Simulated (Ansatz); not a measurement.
Basis-set extrapolation for CH4BClOS (`COB(S)Cl`) (PBE0-D4/def2-TZVP geometry, frozen core, the Gaussian-basis code of Ansatz). Multiplicity 1, RHF reference.

```csv
,def2-TZVPP,def2-QZVPP
HF,-996.975821,-997.006108
MP2 correlation,-0.871107,-0.942840
CCSD(T) correlation,-0.958359,-1.026775
```

Energies in hartree. Use E(X) = E(∞) + A·exp(−7.88·√X) for Hartree–Fock and E(X) = E(∞) + B·X^(−2.97) for correlation, with X = 3 and 4.

Q: What is the CCSD(T) energy at the basis-set limit?

A: HF limit: -997.006108 + (-0.030287) × 0.13774 = -997.01028. Correlation limit: -1.026775 + (-0.068416) × 0.74074 = -1.07745. Total: -998.08773 hartree, 96.4 kcal/mol below CCSD(T)/def2-TZVPP.
